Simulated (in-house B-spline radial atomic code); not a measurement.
## How G0W0 and RPA depend on the start: Zn III (Zn2+)

Configuration [Ar] 3d10. Computed with an all-electron radial atomic-structure program (B-spline basis): all electrons, non-relativistic, point nucleus, each spin shell either full or empty, empty states to l = 9 with an (l + 1/2)⁻⁴ tail; G0W0 by contour deformation at full frequency.

| start | mean-field 3d (eV) | G0W0 (eV) | QP weight | RPA correlation (Eh) |
| --- | --- | --- | --- | --- |
| Hartree-Fock | -41.74 | -40.25 | 0.948 | -1.9354 |
| LDA VWN5 | -31.46 | -40.23 | 0.857 | -2.1538 |
| PBE | -31.08 | -39.98 | 0.770 | -2.1489 |
| PBE0 | -33.95 | ? | ? | ? |
| r2SCAN | -31.28 | -39.71 | 0.876 | -2.1097 |
| HSE06 | -33.53 | -40.19 | 0.898 | -2.0921 |
| B3LYP (VWN-RPA) | -33.58 | -40.31 | 0.895 | -2.1023 |
| SCAN | -31.28 | -39.68 | 0.875 | -2.1087 |
| TPSS | -30.92 | ? | ? | ? |
| BHandHLYP | -36.91 | -40.37 | 0.924 | -2.0343 |
| CAM-B3LYP | -35.59 | -40.70 | 0.913 | -2.0786 |
| LC-wPBE | -36.43 | -41.00 | 0.922 | -2.0771 |
| wB97X | -36.28 | -40.66 | 0.924 | -2.0646 |
| PBEsol | -31.06 | -40.05 | 0.829 | -2.1498 |
| BLYP | -31.11 | -40.14 | 0.796 | -2.1526 |
| r2SCAN0 | -34.15 | -39.97 | 0.909 | -2.0618 |
| LDA exchange-only | -29.802 | -40.39 | 0.843 | -2.1568 |

Question: What G0W0 level, weight and RPA correlation energy follow from the PBE0 start?

Answer: G0W0 level -40.19 eV, weight 0.903, RPA correlation -2.0871 hartree.

Question: What G0W0 level, weight and RPA correlation energy follow from the TPSS start?

Answer: G0W0 level -39.95 eV, weight 0.836, RPA correlation -2.1365 hartree.

Question: How much of the dependence on the start does G0W0 remove?

Answer: The mean-field levels span 11.9 eV and the G0W0 levels 1.32 eV. Against 39.723 eV (NIST, measured) the G0W0 removal energies are off by -0.04 to +1.28 eV, with relativity, Breit and QED terms left out.
